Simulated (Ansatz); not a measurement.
Consider the formal exchange of groups at the Si–C bond: `C=C([SiH3])[SiH3]` + `CC=[Se]` → `[SiH3]CC=[Se]` + `C=C[SiH3]`.

Isolated molecules relaxed with PBE0-D4/def2-TZVP in Ansatz; ΔE leaves out vibrations. CCSD(T)/CBS is the MP2 limit (def2-TZVPP, def2-QZVPP) plus CCSD(T) − MP2 in def2-TZVPP, frozen cores. For Se outer-core shells are correlated without core-valence functions, which leaves a few kJ/mol of doubt a bond. Scalar relativity is left out up to krypton. Each species was taken in one conformer, which may not be the lowest.

`C=C([SiH3])[SiH3]`:

Cartesian coordinates in Å:
```
C -0.320 1.038 -1.235
C -0.060 0.194 -0.231
Si -0.729 0.561 1.472
Si 0.966 -1.330 -0.557
H 0.046 0.869 -2.247
H -0.913 1.941 -1.097
H 0.384 0.688 2.452
H -1.610 -0.545 1.934
H -1.504 1.830 1.434
H 1.351 -1.367 -1.993
H 0.197 -2.557 -0.217
H 2.193 -1.321 0.286
```

`CC=[Se]`:

Cartesian coordinates in Å:
```
C -0.488 -0.006 -0.482
C 0.490 -0.013 0.627
Se 2.216 0.251 0.490
H -1.260 0.750 -0.291
H -1.015 -0.968 -0.518
H -0.017 0.189 -1.443
H 0.074 -0.203 1.617
```

`[SiH3]CC=[Se]`:

Z-matrix (Å, degrees):
```
Si
C 1 1.905
H 1 1.482 2 109.0
H 1 1.486 2 108.7 3 120.4
H 1 1.485 2 109.4 3 -120.2
C 2 1.465 1 108.7 3 65.3
H 2 1.092 1 107.0 3 -56.1
H 2 1.095 1 106.5 3 -174.1
Se 6 1.759 2 126.4 1 -95.6
H 6 1.091 2 115.4 1 81.2
```

`C=C[SiH3]`:

Cartesian coordinates in Å:
```
C 0.115 -1.287 0.845
C -0.327 -0.617 -0.215
Si 0.055 1.178 -0.513
H 0.732 -0.813 1.604
H -0.118 -2.336 1.005
H -0.941 -1.149 -0.939
H 0.781 1.358 -1.801
H 0.899 1.685 0.602
H -1.196 1.981 -0.588
```

```
          level  ΔE (eV)
CCSD/def2-TZVPP     0.02
   HF/CBS(def2)     0.02
```

Question: What does CCSD(T)/CBS give? (Estimate.)

Answer: Ansatz gave: +0.02 eV. The listed levels differ from it by 0.00, 0.00 eV.

Largest T1 diagnostic among the species: 0.016.
